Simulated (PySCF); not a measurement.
## C₆ coefficients of unlike pairs at UHF

Calculated with PySCF 2.14 from the dipole response of each species, C₆(A,B) = (3/π) ∫ α_A(iu) α_B(iu) du, in atomic units, from isotropic polarisabilities. For ions this is the dispersion term alone; charge-induced terms of lower order in 1/R come first.

| species | configuration | basis | relativity | α (bohr³) | C₆ (like pair) |
| --- | --- | --- | --- | --- | --- |
| Br²⁺ | [Ar] 3d10 4s2 4p3 (4S) | x2c-TZVPPall with one added diffuse shell each of s, p, d type (7s6p5d1f) | spin-free X2C | 8.389 | 39.88 |
| Ne²⁺ | [He] 2s2 2p4 (3P) | aug-cc-pCVTZ-DK (7s6p4d2f) | spin-free X2C | 0.8315 | 1.039 |
| Mg²⁺ | [Ne] (1S) | aug-cc-pVDZ (5s4p2d) | none | 0.1264 | 0.02972 |
| Au | [Xe] 4f14 5d10 6s1 (2S) | aug-cc-pVTZ-PP with one added diffuse shell each of s, p, d, f, g type with ECP60MDF (7s7p6d4f3g) | core potential | 50.32 | 445.6 |

(1) Estimate C₆ for Au with Br²⁺.

No spin-orbit coupling is included.

The other pairs:

| pair | C₆ |
| --- | --- |
| Mg²⁺, Ne²⁺ | 0.1753 |
| Au, Ne²⁺ | 16.10 |
| Mg²⁺, Br²⁺ | 0.9365 |
| Ne²⁺, Br²⁺ | 5.723 |
| Au, Mg²⁺ | 2.593 |

Answers

(1) The integral gives 122.9. The combination rule 2 C_A C_B / (C_A α_B/α_A + C_B α_A/α_B) gives 113.4 and the geometric mean 133.3.
